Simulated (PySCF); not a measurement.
# Spinor energies of Pt⁺ (platinum, charge +1)

Start: [Xe] 4f14 5d9; 5d3/2 filled at m_j = -3/2, -1/2, +1/2, +3/2; 5d5/2 filled at m_j = -3/2, -1/2, +1/2, +3/2, +5/2. Calculated with PySCF 2.14 in x2c-TZVPall-2c (11s11p10d2f, 108 functions): generalised Hartree-Fock with the X2C-1e Hamiltonian and a Gaussian nucleus; one run each with spin-orbit coupling (SO) switched off, then screened by Boettger's factors.

```json
{"spinor shell": "1s1/2", "electrons": "2", "ε, spin-free (eV)": "-78840.2", "ε, screened SO (eV)": "-78811.4", "weight of nominal j (screened SO)": "1.000", "rms radius, screened SO (bohr)": "0.0194"}
{"spinor shell": "2s1/2", "electrons": "2", "ε, spin-free (eV)": "-14007.3", "ε, screened SO (eV)": "-13998.4", "weight of nominal j (screened SO)": "1.000", "rms radius, screened SO (bohr)": "0.0782"}
{"spinor shell": "2p1/2", "electrons": "2", "ε, spin-free (eV)": "-12150.7", "ε, screened SO (eV)": "-13394.0", "weight of nominal j (screened SO)": "1.000", "rms radius, screened SO (bohr)": "0.0663"}
{"spinor shell": "2p3/2", "electrons": "4", "ε, spin-free (eV)": "-12150.7", "ε, screened SO (eV)": "-11659.4", "weight of nominal j (screened SO)": "1.000", "rms radius, screened SO (bohr)": "0.0741"}
{"spinor shell": "3s1/2", "electrons": "2", "ε, spin-free (eV)": "-3364.0", "ε, screened SO (eV)": "-3361.2", "weight of nominal j (screened SO)": "1.000", "rms radius, screened SO (bohr)": "0.200"}
{"spinor shell": "3p1/2", "electrons": "2", "ε, spin-free (eV)": "-2814.6", "ε, screened SO (eV)": "-3090.7", "weight of nominal j (screened SO)": "1.000", "rms radius, screened SO (bohr)": "0.191"}
{"spinor shell": "3p3/2", "electrons": "4", "ε, spin-free (eV)": "-2814.6", "ε, screened SO (eV)": "-2703.5", "weight of nominal j (screened SO)": "1.000", "rms radius, screened SO (bohr)": "0.207"}
{"spinor shell": "3d3/2", "electrons": "4", "ε, spin-free (eV)": "-2209.8", "ε, screened SO (eV)": "-2258.4", "weight of nominal j (screened SO)": "1.000", "rms radius, screened SO (bohr)": "0.182"}
{"spinor shell": "3d5/2", "electrons": "6", "ε, spin-free (eV)": "-2209.8", "ε, screened SO (eV)": "-2175.3", "weight of nominal j (screened SO)": "1.000", "rms radius, screened SO (bohr)": "0.186"}
{"spinor shell": "4s1/2", "electrons": "2", "ε, spin-free (eV)": "-765.25", "ε, screened SO (eV)": "-764.54", "weight of nominal j (screened SO)": "1.000", "rms radius, screened SO (bohr)": "0.441"}
{"spinor shell": "4p1/2", "electrons": "2", "ε, spin-free (eV)": "-582.00", "ε, screened SO (eV)": "-648.70", "weight of nominal j (screened SO)": "1.000", "rms radius, screened SO (bohr)": "0.447"}
{"spinor shell": "4d3/2", "electrons": "4", "ε, spin-free (eV)": "-354.54", "ε, screened SO (eV)": "-365.18", "weight of nominal j (screened SO)": "1.000", "rms radius, screened SO (bohr)": "0.496"}
{"spinor shell": "4d5/2", "electrons": "6", "ε, spin-free (eV)": "-354.54", "ε, screened SO (eV)": "-347.12", "weight of nominal j (screened SO)": "1.000", "rms radius, screened SO (bohr)": "0.507"}
{"spinor shell": "5s1/2", "electrons": "2", "ε, spin-free (eV)": "-128.35", "ε, screened SO (eV)": "-128.46", "weight of nominal j (screened SO)": "1.000", "rms radius, screened SO (bohr)": "1.03"}
{"spinor shell": "4f5/2", "electrons": "6", "ε, spin-free (eV)": "-99.791", "ε, screened SO (eV)": "-101.62", "weight of nominal j (screened SO)": "0.999", "rms radius, screened SO (bohr)": "0.564"}
{"spinor shell": "4f7/2", "electrons": "8", "ε, spin-free (eV)": "-99.791", "ε, screened SO (eV)": "-98.109", "weight of nominal j (screened SO)": "0.999", "rms radius, screened SO (bohr)": "0.566"}
{"spinor shell": "5p1/2", "electrons": "2", "ε, spin-free (eV)": "-78.053", "ε, screened SO (eV)": "-89.969", "weight of nominal j (screened SO)": "0.999", "rms radius, screened SO (bohr)": "1.12"}
{"spinor shell": "5p3/2", "electrons": "4", "ε, spin-free (eV)": "-78.053", "ε, screened SO (eV)": "-73.491", "weight of nominal j (screened SO)": "0.999", "rms radius, screened SO (bohr)": "1.22"}
{"spinor shell": "5d3/2", "electrons": "4", "ε, spin-free (eV)": "-19.784", "ε, screened SO (eV)": "-21.089", "weight of nominal j (screened SO)": "0.967", "rms radius, screened SO (bohr)": "1.71"}
{"spinor shell": "5d5/2", "electrons": "5", "ε, spin-free (eV)": "-19.784", "ε, screened SO (eV)": "-19.168", "weight of nominal j (screened SO)": "0.944", "rms radius, screened SO (bohr)": "1.84"}
```

(1) Where does 4p3/2 lie, and what is the 4p spin-orbit splitting (screened SO)?

```
   quantity     spin-free   screened SO
E (hartree)  -18399.32853  -18426.36538
        M_J           5/2           5/2
       ⟨J²⟩         9.372        10.494
       ⟨L²⟩         6.478         7.060
       ⟨S²⟩         0.894         1.231
```

The determinant has a definite M_J but mixes levels of different J.

Each row is a mean over spinors that exchange with the open shell spreads, by up to 4.221 eV (5p3/2).

Breit and QED terms are absent; they matter most for the inner s and p1/2 levels.

Densities and radii are taken from the X2C orbitals without a picture-change correction, which distorts them close to the nucleus.

Without spin-orbit coupling the j labels of p, d and f shells carry no meaning; the spin-free column gives the mean over the occupied spinors of each nl shell, and its ⟨J²⟩ belongs to a mixture of degenerate components.

Results:

(1) At -555.22 eV, 93.473 eV above 4p1/2.
